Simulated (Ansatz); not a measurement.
Consider the silylene formation by 1,1-elimination: `C[SiH](F)[SiH2]O` → `O[SiH2]F` + `C[SiH]`.

Calculated with Ansatz (gas phase, PBE0-D4/def2-TZVP geometries, no zero-point term in ΔE). CCSD(T)/CBS adds triple-zeta CCSD(T) − MP2 to the extrapolated MP2 energy (def2 sets, frozen cores). This one scheme is used for every species. Functionals use def2-TZVPP. One conformer a species, not always the lowest.

`C[SiH](F)[SiH2]O`:

```xyz
12

C     0.198    1.890    0.072
Si    0.726    0.249   -0.628
F     0.171    0.142   -2.142
Si   -0.156   -1.584    0.556
O    -1.812   -1.577    0.522
H     0.553    2.712   -0.554
H    -0.889    1.956    0.149
H     0.617    2.019    1.074
H     2.213    0.179   -0.707
H     0.394   -2.858    0.005
H     0.215   -1.497    1.993
H    -2.230   -1.630   -0.338
```

`O[SiH2]F`:

```xyz
6

O     0.203    0.798   -0.971
Si    0.008   -0.360    0.159
F    -1.516   -0.454    0.623
H     0.144    1.718   -0.710
H     0.373   -1.635   -0.485
H     0.789   -0.066    1.383
```

`C[SiH]`:

Z-matrix (Å, degrees):
```
C
Si 1 1.892
H 1 1.098 2 109.5
H 1 1.098 2 109.7 3 -115.3
H 1 1.091 2 113.8 3 122.2
H 2 1.531 1 94.2 3 58.0
```

(1) Is it downhill or uphill in electronic energy at CCSD(T)/CBS, and by how much? (An estimate is asked.)

(2) What do these levels give: PBE-D4, CAM-B3LYP-D4, r2SCANh, r2SCAN0, RPA@PBE/def2-TZVPP, CCSD(T)/def2-SVP? (An estimate is asked.)

Largest T1 diagnostic among the species: 0.012.

## Answers

(1) Computed: Uphill: ΔE = +47.3 kcal/mol.

(2) Computed: PBE-D4 51.0, CAM-B3LYP-D4 48.4, r2SCANh 52.0, r2SCAN0 51.9, RPA@PBE/def2-TZVPP 42.0, CCSD(T)/def2-SVP 42.7 kcal/mol.

In def2-TZVPP, CCSD(T) changes the Hartree–Fock value by +3.7 kcal/mol (the triples alone add +0.9 kcal/mol) and MP2 by +6.5 kcal/mol. From PBE to PBE0 (25 % exact exchange), in def2-TZVPP and without D4, ΔE moves by +1.4 kcal/mol. At CCSD(T), def2-SVP lies −4.5 kcal/mol from the extrapolated value and def2-TZVPP −1.7 kcal/mol.
